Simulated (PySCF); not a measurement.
**A survey of ¹⁵N NMR shifts**

Non-relativistic, rapidly exchanging positions averaged, no solvent, single conformer. NMR shieldings at PBE0/pcSseg-1/GIAO; GFN2-xTB structure; PySCF 2.14.0 with density-fitted response routines.

Shieldings were converted by a linear fit to measured shifts: ¹⁵N: δ = -148.07 − 0.921σ (rms 6.3 ppm, 71 shifts vs CH3NO2, solution or neat liquid). A few per cent of atoms miss by over 2 rms, more outside the fitted compound classes.

Give the ¹⁵N shifts of `C=N[Si@](N)(P)NC`, `N#CC[Si@H](N)[SiH3]`, `N#C[SiH2]CN[SiH3]`, `C[Si@](N)([SiH3])C#N`, `N#C[C@H]([SiH3])[SiH2]N`, `CNC(C)(C)[SiH2]C`, `CN([SiH3])[SiH2]C#N`.

## Answers


```
                                           compound                      environment  δ (ppm)
[CH2:1]=[N:2][Si@:3]([NH2:4])([PH2:5])[NH:6][CH3:7]               N2: imine nitrogen      3.5
[CH2:1]=[N:2][Si@:3]([NH2:4])([PH2:5])[NH:6][CH3:7]  N6: nitrogen bonded to C, Si, H   -350.9
[CH2:1]=[N:2][Si@:3]([NH2:4])([PH2:5])[NH:6][CH3:7]   N4: nitrogen bonded to Si, 2 H   -365.6
        [N:1]#[C:2][CH2:3][Si@H:4]([NH2:5])[SiH3:6]             N1: nitrile nitrogen   -122.0
        [N:1]#[C:2][CH2:3][Si@H:4]([NH2:5])[SiH3:6]   N5: nitrogen bonded to Si, 2 H   -384.1
           [N:1]#[C:2][SiH2:3][CH2:4][NH:5][SiH3:6]             N1: nitrile nitrogen    -57.5
           [N:1]#[C:2][SiH2:3][CH2:4][NH:5][SiH3:6]  N5: nitrogen bonded to C, Si, H   -389.0
       [CH3:1][Si@:2]([NH2:3])([SiH3:4])[C:5]#[N:6]             N6: nitrile nitrogen    -64.4
       [CH3:1][Si@:2]([NH2:3])([SiH3:4])[C:5]#[N:6]   N3: nitrogen bonded to Si, 2 H   -380.0
        [N:1]#[C:2][C@H:3]([SiH3:4])[SiH2:5][NH2:6]             N1: nitrile nitrogen   -124.6
        [N:1]#[C:2][C@H:3]([SiH3:4])[SiH2:5][NH2:6]   N6: nitrogen bonded to Si, 2 H   -389.6
                                   CNC(C)(C)[SiH2]C                   amine nitrogen   -340.9
          [CH3:1][N:2]([SiH3:3])[SiH2:4][C:5]#[N:6]             N6: nitrile nitrogen    -61.3
          [CH3:1][N:2]([SiH3:3])[SiH2:4][C:5]#[N:6]   N2: nitrogen bonded to C, 2 Si   -391.2
```
